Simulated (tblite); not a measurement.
Species: C3H8BNO.
SMILES with atom numbers: `[CH:1]#[C:2][B@@H-:3]([OH:4])[NH2+:5][CH3:6]` (hydrogens: H7 on C1; H8 on B3; H9 on O4; H10, H11 on N5; H12, H13, H14 on C6)
Bond orders are those of one Lewis drawing.

Computed with GFN2-xTB (tblite), gas phase: L-BFGS steps from a force-field or distance-geometry start until the largest atomic force falls under 0.01 eV/Å.

Step 58: E = -508.0738 eV
```
atom  x, y, z in Å  |  force x, y, z in eV/Å
C1      2.3356    1.2406   -0.3276    0.029   0.018   0.045
C2      1.5041    0.3777   -0.2360   -0.011  -0.032   0.013
B3      0.5523   -0.8416   -0.0541    0.047   0.014  -0.017
O4      1.0498   -1.9014    0.7437    0.000  -0.019   0.039
N5     -0.7707   -0.1704    0.9430   -0.003  -0.013  -0.014
C6     -1.8140    0.5428    0.2212   -0.049   0.014  -0.007
H7      3.0596    2.0020   -0.4119   -0.054  -0.001  -0.033
H8     -0.0113   -1.2263   -1.0236   -0.046  -0.002   0.000
H9      1.7851   -1.6380    1.2949   -0.018   0.005  -0.014
H10    -1.1434   -0.9905    1.4151    0.059   0.022  -0.005
H11    -0.3206    0.4327    1.6269   -0.030  -0.033  -0.021
H12    -2.2991   -0.1412   -0.4742    0.041   0.032   0.030
H13    -1.3609    1.3485   -0.3519    0.040   0.013  -0.015
H14    -2.5674    0.9649    0.8923   -0.006  -0.019   0.000
```

Step 59: E = -508.0745 eV
```
atom  x, y, z in Å  |  force x, y, z in eV/Å
C1      2.3359    1.2404   -0.3279    0.000  -0.011   0.049
C2      1.5062    0.3751   -0.2361    0.009  -0.022   0.005
B3      0.5526   -0.8433   -0.0550    0.020   0.015  -0.019
O4      1.0433   -1.9026    0.7490    0.046   0.010   0.038
N5     -0.7695   -0.1692    0.9417    0.014   0.000  -0.032
C6     -1.8150    0.5427    0.2213   -0.009   0.019   0.001
H7      3.0575    2.0039   -0.4116   -0.050   0.000  -0.033
H8     -0.0137   -1.2270   -1.0249   -0.024   0.002   0.019
H9      1.7825   -1.6371    1.2953   -0.043  -0.018  -0.027
H10    -1.1362   -0.9899    1.4166    0.035   0.012  -0.004
H11    -0.3163    0.4349    1.6226   -0.038  -0.028  -0.020
H12    -2.2956   -0.1377   -0.4797    0.031   0.006   0.027
H13    -1.3623    1.3519   -0.3472    0.032   0.021  -0.009
H14    -2.5702    0.9575    0.8937   -0.021  -0.005   0.004
```

Step 60: E = -508.0750 eV
```
atom  x, y, z in Å  |  force x, y, z in eV/Å
C1      2.3357    1.2401   -0.3270   -0.025  -0.033   0.047
C2      1.5077    0.3729   -0.2369    0.030  -0.009  -0.003
B3      0.5538   -0.8450   -0.0565   -0.009   0.004  -0.010
O4      1.0398   -1.9035    0.7525    0.054   0.024   0.020
N5     -0.7678   -0.1686    0.9392    0.006  -0.007  -0.036
C6     -1.8156    0.5434    0.2217    0.026   0.025   0.000
H7      3.0546    2.0056   -0.4116   -0.040   0.007  -0.031
H8     -0.0154   -1.2287   -1.0252   -0.007   0.002   0.022
H9      1.7789   -1.6355    1.2976   -0.037  -0.026  -0.021
H10    -1.1310   -0.9894    1.4162    0.021   0.007  -0.010
H11    -0.3134    0.4351    1.6188   -0.028  -0.007  -0.006
H12    -2.2933   -0.1344   -0.4826    0.016  -0.015   0.018
H13    -1.3634    1.3550   -0.3446    0.020   0.021   0.005
H14    -2.5713    0.9526    0.8962   -0.027   0.007   0.004
```

**Question.** Estimate the geometry and energy of step 61. (The exact step hangs on the optimiser's Hessian estimate; all steps are aligned on step 60, rigid shifts and turns removed.)

**Answer.** E = -508.0755 eV, largest force 0.069 eV/Å
```
atom  x, y, z in Å  |  force x, y, z in eV/Å
C1      2.3354    1.2395   -0.3249   -0.039  -0.043   0.037
C2      1.5092    0.3702   -0.2381    0.040   0.003  -0.010
B3      0.5550   -0.8465   -0.0583   -0.029  -0.010   0.006
O4      1.0378   -1.9040    0.7548    0.036   0.020  -0.004
N5     -0.7658   -0.1682    0.9360    0.002   0.010  -0.027
C6     -1.8156    0.5445    0.2221    0.037   0.021   0.000
H7      3.0508    2.0075   -0.4121   -0.026   0.016  -0.025
H8     -0.0167   -1.2312   -1.0251    0.005   0.002   0.017
H9      1.7749   -1.6342    1.3007   -0.013  -0.023  -0.005
H10    -1.1263   -0.9885    1.4150    0.003  -0.012  -0.009
H11    -0.3112    0.4352    1.6153   -0.016   0.006   0.002
H12    -2.2916   -0.1314   -0.4843    0.007  -0.027   0.006
H13    -1.3640    1.3583   -0.3419    0.010   0.025   0.013
H14    -2.5726    0.9484    0.8986   -0.017   0.013  -0.002
```

The energy changes by -0.0004 eV. The first-order estimate −F·Δx gives -0.0006 eV and the mean of the old and new forces, exact on a quadratic surface, -0.0005 eV. The step makes an angle of 72° with the force vector and moves no atom by more than 0.005 Å.

The cost below is that of the whole relaxation. Time: 0.46 s. Hardware: one thread of an Arm Neoverse V2, shared host with 192 logical CPUs at a one-minute load of 66.
